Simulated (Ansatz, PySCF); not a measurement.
Breaking a bond: SeH, doublet.

- UMP2/3-21G = PySCF with unrestricted MP2 (frozen core)/3-21G
- UKS-CAM-B3LYP = unrestricted CAM-B3LYP/aug-cc-pVDZ run with Ansatz (a program for electronic structure)
- UCCSD(T) = Ansatz with CCSD(T) on UHF/aug-cc-pVDZ, cores with 3d frozen
- FCI = full CI/aug-cc-pVDZ, cores with 3d frozen (Ansatz)

Energies relative to the lowest point of each curve between 1.26 and 1.79 Å, where full CI is lowest, in eV:

| R / Å | UMP2/3-21G | UKS-CAM-B3LYP | UCCSD(T) |
|---|---|---|---|
| 1.26 | 0.748 | 0.730 | 0.766 |
| 1.31 | 0.421 | 0.393 | 0.420 |
| 1.44 | 0.029 | 0.012 | 0.019 |
| 1.52 | 0.005 | 0.018 | 0.014 |
| 1.57 | 0.044 | 0.083 | 0.072 |
| 1.71 | 0.304 | 0.425 | 0.388 |
| 1.88 | 0.873 | 1.006 | 0.918 |
| 2.04 | 1.415 | 1.601 | 1.444 |
| 2.23 | 1.810 | 2.234 | 2.005 |
| 2.42 | 2.028 | 2.672 | 2.451 |
| 3.78 | 2.308 | 3.357 | 3.136 |
| 4.34 | 2.315 | 3.376 | 3.145 |

**Question.** Estimate the FCI values at these points.

**Answer.** 1.26: 0.769; 1.31: 0.422; 1.44: 0.020; 1.52: 0.014; 1.57: 0.071; 1.71: 0.384; 1.88: 0.907; 2.04: 1.415; 2.23: 1.948; 2.42: 2.367; 3.78: 3.142; 4.34: 3.158 (eV).

The unrestricted determinant behind UMP2/3-21G, UCCSD(T) is spin-contaminated at 1.88 to 5.13 Å (<S²> up to 1.8, against 0.75 for a pure doublet). The unrestricted determinant behind UKS-CAM-B3LYP is spin-contaminated at 2.23 to 5.13 Å (<S²> up to 1.8, against 0.75 for a pure doublet).
